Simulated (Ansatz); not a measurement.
Total energies of (ClZn-mu-H)2 (Zn2H2Cl2) from Ansatz at PBE0-D4/def2-TZVP, gas phase (1 Eh = 27.2114 eV = 2625.5 kJ/mol). The reference geometry is relaxed at PBE-D4/def2-SVP.

```csv
state,geometry,energy (Eh)
charge 0 singlet,reference,-4479.71478
charge 1 doublet,reference,-4479.33848
free Zn atom (singlet),–,-1779.14424
free Cl atom (doublet),–,-459.99739
free H atom (doublet),–,-0.50104
```

(1) Work out the vertical ionisation energy to the doublet.

(2) What is the binding energy per atom against free atoms?

(1) E(charge 1 doublet) − E(charge 0 singlet) = -4479.33848 − (-4479.71478) = 0.37630 Eh = 10.24 eV. For comparison, −ε of the highest occupied level is 8.39 eV at this level, 1.85 eV less.

(2) Atoms: 2 × (-1779.14424) + 2 × (-459.99739) + 2 × (-0.50104) = -4479.28534 Eh. Binding: -4479.28534 − (-4479.71478) = 0.42944 Eh = 11.69 eV, or 1.95 eV for each of 6 atoms (no zero-point energy, no counterpoise term).
